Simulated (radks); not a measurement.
Results of a calculation; reference values are marked as such.
Question: Successive ionisation energies (eV) of one element, from differences of total energies of ions in their ground configurations, starting at charge 44: 3695.1, 3814.2, 3934.0, 4089.5, 4214.7, 4340.9, 4467.9, 4595.7, 5068.3, 5180.8, 5291.7, 5437.3, 5552.7, 5666.4, 6124.2, 6248.7, 14107.4, 14415.1, 14717.0, 15128.8, 15446.3, 15757.7. Code: a radial shooting solver on a logarithmic mesh with Libxc functionals. Model: scalar-relativistic Kohn-Sham, exchange-only LDA, spin-polarised, spherical densities, point nucleus; open shells are filled with parallel spins first (spin-orbit coupling, left out, can overturn this in heavy ions). Which element is it?

Answer: Ytterbium (Z = 70). The first species listed is Yb44+ in [Ar] 3d8, the last Yb65+ in [He] 2s2 2p1.
